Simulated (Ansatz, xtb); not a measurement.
# Two isomers of C6H9NO

Structure I: `C=C[C@@H]1CCC(O)=N1`, a singlet. Structure II: `C=C[C@@H]1CCC(=O)N1`, a singlet. Both are isolated molecules in the gas phase, relaxed with B3LYP-D3(BJ)/def2-SVP, each in the lowest conformer that the search found.

**Question.** Estimate which is lower in electronic energy at CCSD(T)/def2-SVP + ΔMP2/def2-TZVPP, and by roughly how much.

**Answer.** The CCSD(T)/def2-SVP + ΔMP2/def2-TZVPP calculation puts structure II lower, by 0.507 eV.

The same difference at several levels:

| level | geometry | E(II) − E(I) (eV) | departure from the last row (eV) | job, with rough time for the two |
| --- | --- | --- | --- | --- |
| GFN2-xTB | GFN2-xTB | −0.519 | −0.012 | optimisation, 0.41 s |
| HF/STO-3G | GFN2-xTB | −0.290 | +0.217 | single point, 0.79 s |
| r2SCAN-D4/def2-SVP | GFN2-xTB | −0.703 | −0.196 | single point, 11 s |
| B3LYP-D3(BJ)/def2-SVP | B3LYP-D3(BJ)/def2-SVP | −0.675 | −0.168 | optimisation, 2.8 min |
| HF/def2-SVP | B3LYP-D3(BJ)/def2-SVP | −0.713 | −0.205 | part of the CCSD(T) run |
| MP2/def2-SVP | B3LYP-D3(BJ)/def2-SVP | −0.629 | −0.122 | part of the CCSD(T) run |
| CCSD(T)/def2-SVP | B3LYP-D3(BJ)/def2-SVP | −0.601 | −0.094 | single point |
| CCSD(T)/def2-SVP + ΔMP2/def2-TZVPP | B3LYP-D3(BJ)/def2-SVP | −0.507 |  | single point, 5.5 min |

As drawn, II has 1 C=O, 1 C–N, 1 N–H in place of 1 C–O, 1 C=N, 1 O–H.

The levels shown agree on the order. The largest departure from CCSD(T)/def2-SVP + ΔMP2/def2-TZVPP is that of HF/STO-3G, 0.217 eV. The last row adds to CCSD(T) the change of the MP2 difference between the two basis sets, here +0.094 eV.

With thermal terms from frequencies at re-optimised GFN2-xTB minima (ideal gas, soft modes damped towards free rotors, one conformer each, 298.15 K, 1 atm): on the last row, ΔE + ΔZPE = −0.493, ΔH = −0.494, ΔG = −0.492 eV.

The correlated steps freeze 8 core orbitals. Run with Ansatz 0.2.0, xtb 6.7.1; the last row on 2 threads of Arm Neoverse V1 on a shared host.
